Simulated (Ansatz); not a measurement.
The molecule Ba₂, closed-shell singlet (lowest of 2S+1 = 1, 3 at CCSD(T)/def2-TZVPP on PBE0 minima; our sources give no spin for the ground state, which may be another). No spin–orbit coupling.

The constants come from a fifth-degree fit in 1/R (seven points, main isotopes). Runs in def2 and cc sets follow the lowest solution found near the PBE0 minimum. The singlet is held restricted.

Correlated levels freeze the inner cores; with def2 sets outer-core shells near the valence are correlated too.

Codes used: Ansatz (a program for electronic structure) with Gaussian orbitals.  In def2 rows elements past Kr take small-core potentials, without spin–orbit coupling.

Question: What bond length and harmonic frequency does r2SCAN/def2-TZVPP give?

Answer: r_e = 5.003 Å, ω_e = 40 cm⁻¹.

Question: What bond length and harmonic frequency does PBE0/def2-TZVPP give?

Answer: r_e = 5.037 Å, ω_e = 37 cm⁻¹.

Question: What bond length and harmonic frequency does CCSD(T)/def2-QZVPP give?

Answer: r_e = 5.122 Å, ω_e = 31 cm⁻¹.

Doubts at one or more of the structures used: a restricted determinant that unrestricted orbitals would lower (CCSD(T)/def2-QZVPP).
